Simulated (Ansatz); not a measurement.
Mulliken charges of CH$_{3}$BBrF, SMILES `CB(F)Br` from PBE/def2-TZVPP in Ansatz (PBE0-D4/def2-TZVP geometry).

```csv
atom,x (Å),y (Å),z (Å),charge (e)
C1,-0.030,0.733,-0.072,-0.332
B2,0.133,-0.795,0.137,0.252
F3,1.023,-1.269,0.985,-0.174
Br4,-0.924,-2.104,-0.799,-0.096
H5,-0.783,1.000,-0.811,0.114
H6,-0.289,1.203,0.884,0.117
H7,0.931,1.165,-0.370,0.118
```

Task: By hand: the dipole of these point charges (1 e Å = 4.8032 D).

Result: Σ q r = (-0.059, 0.371, -0.069) e Å, of length 0.382 e Å = 1.83 D.

Task: How does the dipole of the full density compare? (Estimate.)

Result: Ansatz gave: (-0.002, 0.329, -0.013) e Å, 1.58 D; the point charges give 1.16 times that, at 12° from its direction.

Point charges leave out the atoms' own dipoles, such as those of lone pairs, and Mulliken's split depends on the basis, so the two needn't agree.
